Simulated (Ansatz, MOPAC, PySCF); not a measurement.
Lewis adduct: AlH3 (SMILES [AlH3]) (first 4 atoms) with H2O (SMILES O); geometry from B3LYP-D3(BJ)/def2-TZVP, rigid monomers moved along the line of their centres of mass till Al1···O5 is 3.68 Å.
(charge 0, multiplicity 1):
```tsv
atom	x (Å)	y (Å)	z (Å)
Al	-0.0213	0.2183	0.3257
H	0.6033	-0.9348	-0.5657
H	-1.6083	0.3857	0.3374
H	0.8687	1.5100	0.6192
O	0.2023	-1.1296	3.7421
H	-0.6627	-1.2312	4.1597
H	0.7504	-0.5850	4.3218
```

Counterpoise-corrected where a basis set is named; no monomer relaxation. Rows marked so take none.

Cores are frozen in the correlated methods. CBS(a, b) extrapolates the correlation energy as X⁻³ and adds the Hartree–Fock energy of set b. Rows in 3-21G, 6-311+G**, 6-31G*, STO-3G carry no dispersion term and start afresh at each structure (6-31G* with six Cartesian d functions). MP2/6-31G* freezes PySCF's default core. The state that PM3 reach isn't checked.

Run with Ansatz (an electronic-structure program); MOPAC for PM3 (differences of heats of formation); PySCF for 3-21G rows, 6-311+G** rows, 6-31G* rows, STO-3G rows, the dispersion terms. Values without a source in brackets are computed.

Other levels give for the interaction energy: PBE/def2-TZVPPD -16.2; B3LYP/def2-TZVPPD -14.9; B3LYP-D3(BJ)/def2-TZVPPD -17.1; wB97M-V/def2-TZVPPD -17.4; CCSD(T)/CBS(aug-cc-pV(D+d)Z, aug-cc-pV(T+d)Z) -17.4 kJ/mol.

Task: What do these common cheap choices give for the same quantity: PM3, HF/STO-3G (no counterpoise), HF/3-21G (no counterpoise), HF/6-31G*, B3LYP/6-31G* (no counterpoise), B3LYP/6-311+G** (no counterpoise), M06-2X/6-31G* (no counterpoise), MP2/6-31G*?

Result: PM3 9.4; HF/STO-3G (no counterpoise) -11.9; HF/3-21G (no counterpoise) -35.8; HF/6-31G* -18.8; B3LYP/6-31G* (no counterpoise) -25.4; B3LYP/6-311+G** (no counterpoise) -17.3; M06-2X/6-31G* (no counterpoise) -25.0; MP2/6-31G* -18.9 kJ/mol. They span -35.8 to 9.4 kJ/mol.
